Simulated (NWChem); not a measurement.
System: C₄H₅FO; SMILES O=CC/C=C/F

Input file for NWChem:

```
start job
memory heap 200 mb stack 900 mb global 1100 mb
geometry units angstroms noautosym nocenter noautoz
  O     -0.640751     2.717345    -0.223274
  C     -0.073022     1.836830     0.385289
  C      0.748982     0.728524    -0.264585
  C      0.447332    -0.625896     0.310108
  C     -0.127700    -1.608985    -0.399154
  F     -0.409441    -2.809087     0.129441
  H     -0.114396     1.782026     1.518048
  H      1.818897     0.989371    -0.081022
  H      0.579855     0.776144    -1.359075
  H      0.682359    -0.821637     1.370085
  H     -0.410722    -1.534863    -1.464136
end
basis spherical
  O library 6-31g*
  C library 6-31g*
  F library 6-31g*
  H library 6-31g*
end
dft
  xc b3lyp
  iterations 150
end
cosmo
  do_cosmo_smd true
  solvent propnol2
end
task dft energy
```

Output (shortened):

```
             Northwest Computational Chemistry Package (NWChem) 7.3.0
             --------------------------------------------------------

                             Geometry "geometry" -> ""
                             -------------------------

 Output coordinates in angstroms (scale by  1.889725989 to convert to a.u.)

  No.       Tag          Charge          X              Y              Z
 ---- ---------------- ---------- -------------- -------------- --------------
    1 O                    8.0000    -0.64075100     2.71734500    -0.22327400
    2 C                    6.0000    -0.07302200     1.83683000     0.38528900
    3 C                    6.0000     0.74898200     0.72852400    -0.26458500
    4 C                    6.0000     0.44733200    -0.62589600     0.31010800
    5 C                    6.0000    -0.12770000    -1.60898500    -0.39915400
    6 F                    9.0000    -0.40944100    -2.80908700     0.12944100
    7 H                    1.0000    -0.11439600     1.78202600     1.51804800
    8 H                    1.0000     1.81889700     0.98937100    -0.08102200
    9 H                    1.0000     0.57985500     0.77614400    -1.35907500
   10 H                    1.0000     0.68235900    -0.82163700     1.37008500
   11 H                    1.0000    -0.41072200    -1.53486300    -1.46413600

 Effective nuclear repulsion energy (a.u.)     207.9919579960

                                 NWChem DFT Module
                                 -----------------

 Summary of "ao basis" -> "ao basis" (spherical)
 ------------------------------------------------------------------------------
       Tag                 Description            Shells   Functions and Types
 ---------------- ------------------------------  ------  ---------------------
 O                           6-31g*                  6       14   3s2p1d
 C                           6-31g*                  6       14   3s2p1d
 F                           6-31g*                  6       14   3s2p1d
 H                           6-31g*                  2        2   2s

 in cosmo_initialize ...
 calling solv_data for solv:propnol2

 solvent parameters
 solvname_short: propnol2
 solvname_long:  2-propanol
 dielec:       19.2640
 dielecinf:     1.8978
 nonaqueous SMD model solvent descriptors
 dielec:       19.2640
 sola:          0.3300
 solb:          0.5600
 solc:          0.0000
 solg:         30.1300
 solh:          0.0000
 soln:          1.3776

[...]

                                COSMO-SMD solvation results
                                ---------------------------

             internal energy in gas <Psi(g)|H|Psi(g)> =      -330.442938947791
         internal energy in solvent <Psi(s)|H|Psi(s)> =      -330.440738320194
                               delta internal energy  =         0.002200627596 (    1.38 kcal/mol)
   total free energy in solvent <Psi(s)|H+V/2|Psi(s)> =      -330.453937392410
 polarization energy contribution <Psi(s)|V/2|Psi(s)> =        -0.013199072216 (   -8.28 kcal/mol)
    total free energy in solvent including G(SMD-CDS) =      -330.451423223648
                       G(SMD-CDS) energy contribution =         0.002514168762 (    1.58 kcal/mol)
     1 M fixed-concentration free energy of solvation =        -0.008484275858 (   -5.32 kcal/mol)

                       DFT Final Molecular Orbital Analysis
                       ------------------------------------

 Vector   21  Occ=2.000000D+00  E=-3.576149D-01
              MO Center=  1.1D-01, -5.3D-01, -1.6D-01, r^2= 4.7D+00
   Bfn.  Coefficient  Atom+Function         Bfn.  Coefficient  Atom+Function
  ----- ------------  ---------------      ----- ------------  ---------------
    75      0.293118   6 F  pz               61     -0.210658   5 C  pz
    47      0.208317   4 C  pz               79      0.207466   6 F  pz
    94      0.180386  11 H  s                33     -0.157216   3 C  pz
    93      0.157258  11 H  s                 3      0.152026   1 O  px
     4      0.149528   1 O  py               92      0.146474  10 H  s

 Vector   22  Occ=2.000000D+00  E=-2.758363D-01
              MO Center= -1.7D-01,  1.0D+00,  5.1D-02, r^2= 4.6D+00
   Bfn.  Coefficient  Atom+Function         Bfn.  Coefficient  Atom+Function
  ----- ------------  ---------------      ----- ------------  ---------------
     5      0.408112   1 O  pz                9      0.293784   1 O  pz
    45     -0.247891   4 C  px               34      0.216681   3 C  s
    86     -0.195600   7 H  s                49     -0.183193   4 C  px
    59     -0.174628   5 C  px                4      0.159643   1 O  py
    85     -0.151653   7 H  s                32      0.140866   3 C  py

 Vector   23  Occ=2.000000D+00  E=-2.414188D-01
              MO Center= -2.0D-03,  7.6D-02,  1.8D-02, r^2= 4.6D+00
   Bfn.  Coefficient  Atom+Function         Bfn.  Coefficient  Atom+Function
  ----- ------------  ---------------      ----- ------------  ---------------
    59      0.282452   5 C  px               45      0.271227   4 C  px
     5      0.269147   1 O  pz                9      0.206924   1 O  pz
    49      0.203643   4 C  px               73     -0.200133   6 F  px
    63      0.173361   5 C  px               86     -0.174018   7 H  s
    34      0.162656   3 C  s                77     -0.161325   6 F  px

 Vector   24  Occ=0.000000D+00  E=-2.782063D-02
              MO Center= -1.1D-01,  1.8D+00,  1.7D-01, r^2= 2.4D+00
   Bfn.  Coefficient  Atom+Function         Bfn.  Coefficient  Atom+Function
  ----- ------------  ---------------      ----- ------------  ---------------
    17      0.424404   2 C  px               21      0.420013   2 C  px
     7     -0.350617   1 O  px                3     -0.335852   1 O  px
    22      0.335253   2 C  py               18      0.275835   2 C  py
     8     -0.241659   1 O  py               88     -0.233168   8 H  s
     4     -0.219299   1 O  py               63     -0.132850   5 C  px

[...]
```

Level: B3LYP/6-31G* (spherical d), SMD on the gas-phase geometry. All runs use the structure optimised with PBE-D3(BJ)/def2-SVP. Solvent: 2-propanol.
